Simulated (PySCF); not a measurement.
Molecule: SMILES N([SiH3])[SiH2]P, H8NPSi2.

Bonds (- single, = double, # triple, : aromatic): Si1-N2, N2-Si3, Si3-P4. Si1 carries H5, H6, H7; N2 carries H8; Si3 carries H9, H10; P4 carries H11, H12.

Frames of a GFN2-xTB Langevin trajectory at 400 K; GIAO PBE0/pcSseg-1 shieldings in PySCF 2.14.0 with density-fitted response routines, gas phase, non-relativistic; equivalent atoms averaged within each frame.

Scale: $^{29}$Si (349.16 ppm) and $^{1}$H (31.72 ppm) against TMS; NH3 for $^{15}$N (267.73 ppm); $^{31}$P (318.38 ppm) against H3PO4 (reference shieldings calculated alike). The references are static minima.

Problem. How do the shifts (ppm) fluctuate along the trajectory?

Solution. 
```tsv
time (fs)	Si3	Si1	N2	P4	H9/H10	H5/H6/H7	H11/H12	H8
250	-27.1	-54.2	6.0	-314.9	6.16	4.68	1.35	-2.23
425	-25.1	-52.8	1.7	-265.8	5.86	5.76	1.37	-2.21
625	-22.6	-48.7	25.2	-293.2	6.04	5.03	0.60	1.07
800	-24.1	-45.9	12.8	-301.1	5.76	5.24	0.17	-0.85
1000	-37.0	-52.0	15.6	-205.9	5.77	4.89	2.79	-0.22
mean of frames	-27.2	-50.7	12.3	-276.2	5.92	5.12	1.25	-0.89
standard deviation	5.7	3.3	9.1	43.1	0.18	0.41	1.00	1.40
```

5 frames give an uncertainty of the mean of about the standard deviation over 2.2 at best, since frames this close in time may not be independent; classical motion lacks zero-point vibration, and the reference would need the same averaging.
